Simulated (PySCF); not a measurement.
**Core-level binding energies of bromodifluoroacetonitrile**

Species: bromodifluoroacetonitrile, C2BrF2N.
Cartesian coordinates in Å at the PBE0-D3(BJ)/def2-SVP level; atoms count from 1:
```
atom  x, y, z in Å
N1     0.7879   -0.6012    1.9704
C2     0.3986   -0.3205    0.9198
C3    -0.0944    0.0263   -0.4258
F4     0.9271    0.2769   -1.2345
F5    -0.7975   -0.9817   -0.9281
Br6   -1.2217    1.6002   -0.3017
```

Computed with delta-SCF UKS SCAN, pcX-2 on the ionised atom, pcseg-1 elsewhere, spin-free X2C (PySCF). Binding energies are ΔSCF values: E(core-ionised, relaxed orbitals) − E(ground state) at a fixed geometry, referred to the vacuum level.

What binding energy does each computed site have?

| atom(s) | bonded to | level | binding energy (eV) | above the level's lowest (eV) | count |
| --- | --- | --- | --- | --- | --- |
| C2 | N (triple bond) and C | C 1s | 293.66 | 0.00 | 1 |
| C3 | 2 F, Br and C | C 1s | 298.75 | +5.09 | 1 |
| N1 | C (triple bond) | N 1s | 406.65 | 0.00 | 1 |
| F4/F5 | C | F 1s | 694.92 | 0.00 | 2 |

The listed C 1s values span 5.09 eV, from C2 (bonded to N (triple bond) and C) to C3 (bonded to 2 F, Br and C).

Which photon energy gives electrons from N 1s of N1 a kinetic energy of 100 eV, and what is their de Broglie wavelength?

hν = 406.65 + 100 = 506.65 eV, recoil neglected; λ = 12.264 Å/√(E/eV) = 1.23 Å.

Which photon wavelength matches the N 1s of N1 threshold?

λ = hc/E = 12398.42 eV Å / 406.65 eV = 30.489 Å.

The first atom of each set that the bonding makes equivalent was ionised and stands for the set. No level of bromine is listed. Isolated species at its PBE0-D3(BJ)/def2-SVP geometry, gas phase.

Hardware: Arm Neoverse V1, one thread (shared host). Cost: 19 s of wall time.
